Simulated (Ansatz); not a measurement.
Consider the isomerisation: `[NH2][SnH2][SiH2]O` → `N[SiH](O)[SnH3]`.

Calculated with Ansatz (gas phase, PBE0-D4/def2-TZVP geometries, no zero-point term in ΔE). CCSD(T)/CBS adds triple-zeta CCSD(T) − MP2 to the extrapolated MP2 energy (def2 sets, frozen cores). DFT in def2-TZVPP. B3LYP here is the variant with VWN-RPA as its local correlation; programs differ in this. def2 core potentials past Kr. For Sn outer-core shells are correlated without core-valence functions, which leaves a few kJ/mol of doubt a bond. One conformer a species, not always the lowest.

| level | ΔE (kJ/mol) | difference from CCSD(T)/CBS |
| --- | --- | --- |
| PBE-D4 | -54.1 | 5.3 |
| r2SCAN-D4 | -61.8 | -2.4 |
| PBE0-D4 | -62.2 | -2.8 |
| B3LYP-D4 | -61.5 | -2.1 |
| ωB97X-V | -63.8 | -4.4 |
| ωB97M-V | -65.9 | -6.5 |
| B2PLYP | -62.0 | -2.6 |
| PBE | -55.0 | 4.4 |
| r2SCAN | -61.9 | -2.5 |
| PBE0 | -62.9 | -3.5 |
| B3LYP | -63.0 | -3.6 |
| HF/def2-TZVPP | -82.5 | -23.1 |
| MP2/def2-TZVPP | -60.4 | -1.0 |
| SCS-MP2/def2-TZVPP | -61.5 | -2.1 |
| CCSD/def2-TZVPP | -66.4 | -7.0 |
| CCSD(T)/def2-TZVPP | -61.8 | -2.4 |
| HF/def2-QZVPP | -83.3 | -23.9 |
| MP2/def2-QZVPP | -59.3 | 0.1 |
| SCS-MP2/def2-QZVPP | -60.8 | -1.4 |
| HF/CBS(def2) | -83.4 | -24.0 |
| MP2/CBS(def2) | -58.0 | 1.4 |
| CCSD/CBS(def2) | -63.9 | -4.5 |
| CCSD(T)/CBS | -59.4 | 0 |

Largest T1 diagnostic among the species: 0.013.

In def2-TZVPP, CCSD(T) changes the Hartree–Fock value by +20.7 kJ/mol (the triples alone add +4.5 kJ/mol) and MP2 by +22.1 kJ/mol. From PBE to PBE0 (25 % exact exchange), in def2-TZVPP and without D4, ΔE moves by −7.9 kJ/mol.
